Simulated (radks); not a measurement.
Spherical jellium clusters: N electrons in a uniform positive sphere of charge N and radius rs N^(1/3), rs = 5.4 bohr. Method: non-relativistic Kohn-Sham, LDA (Slater exchange, Perdew-Wang correlation), spin-polarised, spherical densities; computed with a radial shooting solver with Libxc functionals. Levels are named by radial order and angular momentum (1s, 1p, 1d, 2s, ...), and open shells are averaged over m.

N = 15, configuration 1s2 1p6 1d(up 5, down 2). This is the lowest configuration that the search found. Occupied and some empty levels:

level    occupation  eigenvalue (eV)  <r> (bohr)
1s up             1          -3.5846       8.400
1s down           1          -3.4399       8.122
1p up             3          -3.0863       9.836
1p down           3          -2.9069       9.793
1d up             5          -2.4430       10.85
1d down           2          -2.2578       10.91
2s up             0          -2.0843       8.773
2s down           0          -2.0056       8.943
1f up             0          -1.6835       11.76
1f down           0          -1.5072       11.90
2p up             0          -1.2208       10.93
2p down           0          -1.1309       11.05

Energy (eV): total -26.4865, kinetic 15.635, external -548.64, Hartree 273.38, exchange-correlation -42.704, background 275.84.

Electron density:

r (bohr)  n(r) (e/bohr^3)
0.947           0.0007447
2.00            0.0008266
3.06            0.0009676
4.11             0.001163
5.16             0.001397
6.22             0.001640
7.27             0.001840
8.33             0.001934
9.38             0.001858
10.4             0.001588
11.5             0.001181
12.5            0.0007507
13.6            0.0004066
14.7            0.0001964
15.7           0.00008650
16.8           0.00003624
17.8           0.00001443
18.9            5.639e-06
19.9            2.140e-06
21.0            8.086e-07
